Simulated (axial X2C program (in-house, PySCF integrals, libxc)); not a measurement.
# Which molecule has these constants?

All values come from calculations with an in-house relativistic program for diatomic molecules, spin-free (one-electron X2C) or two-component (2c: spin–orbit coupling with atomic mean-field Coulomb and Gaunt terms, which also bring small scalar terms), in Dyall basis sets with cores contracted in-house; open shells are unrestricted.

A two-component PBE0 calculation in a Dyall 3-zeta basis gave Re = 2.508 Å, ωe = 304.9 cm⁻¹, De = 2.08 eV, Ω = 0.

Question: Which molecule is it?
A. CdB⁺
B. ZnB⁺
C. HgB⁺

Answer: A. The others have ZnB⁺ 2.351 Å and 327.4 cm⁻¹ (Ω = 0); HgB⁺ 2.336 Å and 324.6 cm⁻¹ (Ω = 0).

Each entry is the lowest single determinant of a limited PBE0 search at one distance. De goes to single-determinant-based atoms at the same level (for ions the charge split of lowest energy) and is withheld (n/a) where an atom does not fit its ground term or J level. Main or longest-lived isotopes.
